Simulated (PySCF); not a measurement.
AlGeH5, SMILES [AlH2][GeH3]. Atoms are numbered in the order given.

```xyz
7

Al    -1.6874    -0.0992    -0.3988
Ge     0.7195     0.0397     0.1692
H      1.5412    -1.1764    -0.2986
H      1.3688     1.2885    -0.4639
H      0.9358     0.1714     1.6911
H     -2.6725     1.0457     0.0912
H     -2.2628    -1.3102    -1.2488
```

Geometry optimised at PBE0-D3(BJ)/def2-TZVP.

Calculation: HF/pcSseg-2 run with PySCF.

GIAO shieldings, no solvent; atoms alike by connectivity are averaged. δ = σ(ref) − σ: ⁷³Ge against GeH4 (σ = 1766.1 ppm); ¹H against TMS (σ = 31.98 ppm), references at their B3LYP-D3(BJ)/def2-TZVP geometries, non-relativistic.

```csv
atoms,nucleus,count,δ (ppm)
Ge2,⁷³Ge,1,(withheld)
"H6, H7",¹H,2,5.78
"H3, H4, H5",¹H,3,3.29
```

**Question.** Complete the blanks. (Estimate from the structure and the level; the computed values follow.)

**Answer.** 
- Ge2, δ (ppm): -72.7
